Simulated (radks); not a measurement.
The numbers below are computed, except where a source is named.
Isoelectronic series with 11 electrons, each ion in its NIST ground configuration. Level of theory: Dirac Kohn-Sham, LDA (Slater exchange, Perdew-Wang correlation), spin-unpolarised, spherical densities, finite nucleus; Fermi nuclear charge, rms radius of each element as measured or else 0.836 A^(1/3) + 0.57 fm (a radial shooting solver on a logarithmic mesh with Libxc functionals). Total energies (hartree) and orbital eigenvalues (eV) (* marks an orbital that is empty in some or all of the ions):

| ion | configuration | E (hartree) | 3d3/2* | 3p3/2* | 3p1/2* | 3s1/2 | 2p3/2 |
|---|---|---|---|---|---|---|---|
| S5+ | [Ne] 3s1 | -390.89476 | -50.3339 | -67.9305 | -68.1088 | -80.8209 | -236.0645 |
| Sc10+ | [Ne] 3s1 | -724.69114 | -181.9128 | -214.6451 | -215.5507 | -238.3399 | -616.9372 |
| Fe15+ | [Ne] 3s1 | -1164.16404 | -390.7383 | -437.9577 | -440.7346 | -473.6428 | -1168.819 |
| Ga20+ | [Ne] 3s1 | -1710.97773 | -676.2008 | -737.7039 | -744.3258 | -787.5261 | -1891.690 |
| Kr25+ | [Ne] 3s1 | -2367.27478 | -1038.388 | -1114.137 | -1127.668 | -1181.414 | -2785.997 |
| Nb30+ | [Ne] 3s1 | -3135.70931 | -1477.661 | -1567.700 | -1592.585 | -1657.205 | -3852.437 |
| Pd35+ | [Ne] 3s1 | -4019.50175 | -1994.547 | -2098.970 | -2141.373 | -2217.266 | -5091.913 |
| Sb40+ | [Ne] 3s1 | -5022.52715 | -2589.711 | -2708.646 | -2776.843 | -2864.488 | -6505.508 |
